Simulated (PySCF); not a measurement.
**Phosphorus: a sound run and one with changed settings**

Sound run: P⁺ [Ne] 3s2 3p2, P²⁺ [Ne] 3s2 3p1. All numbers are calculated (PySCF 2.14, scalar relativity by spin-free X2C-1e, in x2c-TZVPall). In the sound run the correlated levels freeze [Ne]. The sound run starts from symmetry-adapted Hartree-Fock orbitals and uses a fine grid where one is needed.

Changed run: all electrons correlated in a basis built for the valence shell.

```tsv
species	method	sound run (hartree)	changed run (hartree)	converged
P⁺	MP2	-341.22274	-341.32886	yes
P⁺	CCSD(T)	-341.24555	-341.35189	yes
P²⁺	MP2	-340.50307	-340.60900	yes
P²⁺	CCSD(T)	-340.52313	-340.62961	yes
```

Ionisation energy of P⁺:

```
 method  sound run (eV)  changed run (eV)
    UHF          19.151            19.151
    MP2          19.583            19.588
SCS-MP2          19.495            19.499
   CCSD          19.624            19.622
CCSD(T)          19.658            19.654
```

A valence basis has no tight correlating functions, so it recovers only part of the core correlation, and not evenly between atom and ion.

For comparison, NIST gives 19.769 eV between the lowest levels.
